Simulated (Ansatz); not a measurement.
Hf3. Total charge 0; singlet. Geometry PBE-D4/def2-TZVP; atoms count from 1.

```xyz
3

Hf    1.4925   -0.4449   -0.1136
Hf   -0.3486    1.4705    0.3932
Hf   -1.1439   -1.0255   -0.2795
```

In the def2 sets Hf takes a core potential; there is no spin–orbit coupling. The restricted singlet is unstable: a solution with broken spin symmetry lies lower. At PBE0-D4/def2-TZVP a triplet of charge 0 lies 0.53 eV below the restricted singlet, each at its own geometry. The structure comes from a short search, and lower isomers may exist.

**Question.** Estimate the Mulliken populations from the PBE0/def2-TZVP orbitals of Ansatz.

**Answer.** 
```json
{"atom": "Hf1", "charge (e)": "0.00", "d electrons": "2.35"}
{"atom": "Hf2", "charge (e)": "0.00", "d electrons": "2.35"}
{"atom": "Hf3", "charge (e)": "0.00", "d electrons": "2.35"}
```
Mulliken values depend strongly on the basis.

**Question.** And the Mayer bond orders between heavy atoms (over 0.3)?

**Answer.** Hf1–Hf2 2.17 (2.70 Å); Hf1–Hf3 2.17 (2.70 Å); Hf2–Hf3 2.17 (2.70 Å).
